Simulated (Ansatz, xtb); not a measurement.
# A geometry optimisation of AlBCl2GeH4 with r2SCAN-D4/def2-SVP

The starting geometry of this gas-phase singlet was built from a drawn formula by distance geometry and a force field; its bonds are those of `[BH2][Ge]([AlH2])([Cl])[Cl]`.

```xyz
9

Al    1.0430    1.6886    0.1826
B    -2.3113    1.2979    1.6221
Cl   -1.3773    4.5139    0.9020
Cl    0.0164    2.7419    3.6441
Ge   -0.7602    2.5356    1.6281
H    -2.8067    1.0331    0.5897
H    -2.6511    0.7853    2.6340
H     0.8213    0.3006   -0.6015
H     2.3944    2.4877   -0.0144
```

Task: Predict what it relaxes into with r2SCAN-D4/def2-SVP.

Result: New bonds form, giving a structure with Cl3 bridging Ge5 and B2, Cl4 bridging Ge5 and Al1, given below by its coordinates. Distances that change by over a tenth: Cl4–Ge5 (2.17 → 2.47 Å). Contacts that close: Al1–Cl4 (3.76 → 2.32 Å), B2–Cl3 (3.43 → 2.03 Å).

The energy falls by 0.95 eV over 36 steps:

| step | E − E(last) (eV) |
| --- | --- |
| 1 | 0.945 |
| 5 | 0.789 |
| 9 | 0.774 |
| 13 | 0.772 |
| 17 | 0.756 |
| 20 | 0.724 |
| 24 | 0.488 |
| 28 | 0.223 |
| 32 | 0.007 |
| 36 | 0.000 |

Final geometry (Å):

```xyz
9

Al    1.5357    1.7656    0.4337
B    -2.7537    1.8401    1.7033
Cl   -1.9523    3.5630    1.0014
Cl    0.7494    1.7397    2.6125
Ge   -0.9376    1.4149    0.8348
H    -3.7068    1.5540    1.0254
H    -2.7723    1.8584    2.9057
H     2.3003    0.4217    0.1064
H     1.9056    3.2271   -0.0366
```

From the same start GFN2-xTB ends elsewhere, differing in Al1–Cl3 (2.14 against 3.96 Å here), Al1–Ge5 (3.38 against 2.53 Å here), B2–Cl3 (3.29 against 2.03 Å here), B2–Cl4 (2.00 against 3.62 Å here).

The end wasn't checked by frequencies. Run with Ansatz 0.2.0, 100 s on 2 threads of Intel(R) Xeon(R) 6975P-C (Granite Rapids), on a shared host.
